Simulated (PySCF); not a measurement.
Work out the structure from these simulated measurements.

Formula: C5H6FPSSi.

| Item | Value |
| --- | --- |
| Dipole | 0.44 D [CAM-B3LYP/def2-SVPD] |
| UV, strongest line | among the 8 lowest singlet transitions: S2 at 5.13 eV (242 nm, f = 0.186) [TDDFT CAM-B3LYP/def2-SVPD] |
| NMR, other nuclei | isotropic shieldings of nuclei other than C and H, by class: 161 (1 F), 428 (1 Si), 73 (1 P), 253 (1 S) ppm [GIAO PBE0/pcSseg-1] |
| 13C NMR | chemical shifts (computed TMS as zero) by class: 242.8 (1 C), 137.4 (1 C), 136.4 (1 C), 134.8 (1 C), 134.0 (1 C) ppm [GIAO PBE0/pcSseg-1] |
| Rotational structure | rotational constants A, B, C: 2.884, 0.475, 0.459 GHz [GFN2-xTB] |
| Polarisability | 130.9 au [CAM-B3LYP/def2-SVPD] |
| Triplet | lowest triplet excitation (Tamm–Dancoff): 2.60 eV [TDA CAM-B3LYP/def2-SVPD] |
| 1H NMR | chemical shifts (computed TMS as zero) by class: 7.32 (1 H), 7.15 (1 H), 7.14 (1 H), 4.45 (3 H) ppm [GIAO PBE0/pcSseg-1] |
| UV, first state | lowest singlet excitation: 4.29 eV (289 nm, f = 0.003) [TDDFT CAM-B3LYP/def2-SVPD] |

Gas-phase values; electronic properties from PySCF, density fitting. Levels stand in brackets. Geometry: GFN2-xTB, one conformer, isolated molecule. GFN2-xTB frequencies show an imaginary mode (34i cm⁻¹), so this geometry is no minimum at that level. NMR values are class means; diastereotopic atoms form classes of their own.

**Question.** Give a SMILES that accounts for the data.

**Answer.** Numbering: `[F:1]/[C:2]([SiH3:3])=[P:4]\[c:5]1[cH:6][cH:7][s:8][cH:9]1`. 5 carbons fall into 5 classes; from least to most shielded: carbon bonded to F, P and Si [C2] (242.8 ppm), substituted aromatic carbon [C5] (137.4 ppm), aromatic CH next to a ring sulfur [C9] (136.4 ppm), aromatic CH next to a ring sulfur [C7] (134.8 ppm), aromatic CH carbon [C6] (134.0 ppm). Hydrogen classes from least to most shielded: 1 H on an aromatic CH next to a ring sulfur, C7 (7.32 ppm), 1 H on an aromatic CH carbon, C6 (7.15 ppm), 1 H on an aromatic CH next to a ring sulfur, C9 (7.14 ppm), 3 H on an SiH3 silicon, Si3 (4.45 ppm). The other shieldings belong to: 161 ppm, fluorine bonded to C [F1]; 428 ppm, SiH3 silicon [Si3]; 73 ppm, phosphorus bonded to 2 C [P4]; 253 ppm, thiophene-type sulfur [S8]. S1 is mainly HOMO→LUMO (weight 0.81); the largest Löwdin shares of the orbital it empties are 0.23 on an aromatic CH next to a ring sulfur, 0.20 on the substituted aromatic carbon, 0.18 on an aromatic CH next to a ring sulfur and 0.12 on the phosphorus bonded to 2 C, of the orbital it fills 0.40 on the phosphorus bonded to 2 C, 0.32 on the carbon bonded to F, P and Si, 0.07 on the fluorine bonded to C and 0.07 on the substituted aromatic carbon. The optimised geometry has point group C1 and is an asymmetric top. Structure: `F/C([SiH3])=P\c1ccsc1`. The assignments are read from this structure; whether some other isomer fits the data as well wasn't checked.

Shape of the structure used: `[F:1]/[C:2]([SiH3:3])=[P:4]\[c:5]1[cH:6][cH:7][s:8][cH:9]1`: C2–P4–C5–C6 95°.
